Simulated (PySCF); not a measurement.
H2S2, SMILES SS (connectivity only; charge and spin as stated), charge +1, multiplicity 2.

Geometry optimised at PBE0-D3(BJ)/def2-TZVP. The spin state was assumed, not searched.

Two levels are set side by side: PBE/def2-TZVPD (PySCF) and PBE0/def2-TZVPD (PySCF). Same geometry, gas phase. Differences are taken from unrounded values.

```csv
quantity,PBE0
α-spin orbital gap (eV),6.59
β-spin orbital gap (eV),5.24
mean polarisability (bohr³),35.9
```

**Question.** What does PBE give, and how far is it from PBE0? (Estimate from the structure and the level; the computed values follow.)

**Answer.** 
```
quantity                      PBE  PBE minus PBE0
---------------------------  ----  --------------
α-spin orbital gap (eV)      4.18           -2.40
β-spin orbital gap (eV)      3.34           -1.90
mean polarisability (bohr³)  35.8            -0.2
```

Rough cost on one machine, each run with all the roots and properties that it gave: PBE0 against PBE within a factor of 2.
